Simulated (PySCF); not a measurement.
CH₉BSi₂ (SMILES CB([SiH3])[SiH3]), singlet, geometry from GFN2-xTB, with bond 4-2 at 1.8 times its length.

PySCF was given this input:
```python
from pyscf import gto, scf, mcscf
import numpy

mol = gto.Mole()
mol.atom = '''
    B     0.36684601   -0.04347113   -0.09802579
    C     1.89795683   -0.12279253   -0.46110665
    H     2.41239083   -1.01401579   -0.10103145
    H     2.76079369    1.39609611    0.45161769
    H     2.13025005   -0.00186964   -1.51938338
    Si   -0.26589360   -0.91802612    1.55157694
    H    -1.45628055   -1.76123767    1.35384305
    H    -0.64394827    0.06436845    2.58315794
    H     0.71510495   -1.79809167    2.21172955
    Si   -0.82184979    0.98402337   -1.28965990
    H    -1.92877820    1.67926505   -0.61374785
    H    -1.45741406    0.11198445   -2.29367486
    H    -0.14219899    2.02871173   -2.07692505
'''
mol.basis = 'sto-3g'
mol.verbose = 4
mol.build()

mf = scf.RHF(mol)
mf.kernel()
mc = mcscf.CASSCF(mf, 3, 2)
mc.kernel()
occ = numpy.linalg.eigvalsh(mc.fcisolver.make_rdm1(mc.ci, mc.ncas, mc.nelecas))[::-1]
ss = mc.fcisolver.spin_square(mc.ci, mc.ncas, mc.nelecas)[0]
print('natural occupations', occ.round(4), ' <S^2>', round(ss, 4))
```

Q: What does this run give for the SCF-reference HOMO-LUMO gap, number of basis functions, nuclear repulsion energy, SCF-reference dipole moment, natural occupations of the active orbitals, SCF-reference Mulliken (on the basis functions themselves) charges in atom order?

A: 
| Property | Result |
|---|---|
| SCF-reference HOMO-LUMO gap | 12.37 eV |
| number of basis functions | 37 |
| nuclear repulsion energy | 186.2216 Eh |
| SCF-reference dipole moment | 1.03 D |
| natural occupations of the active orbitals | 1.72, 0.28, 0.00 |
| SCF-reference Mulliken (on the basis functions themselves) charges in atom order | B1 -0.01, C2 -0.19, H3 0.06, H4 -0.01, H5 0.06, Si6 0.55, H7 -0.17, H8 -0.16, H9 -0.17, Si10 0.54, H11 -0.17, H12 -0.16, H13 -0.17 |
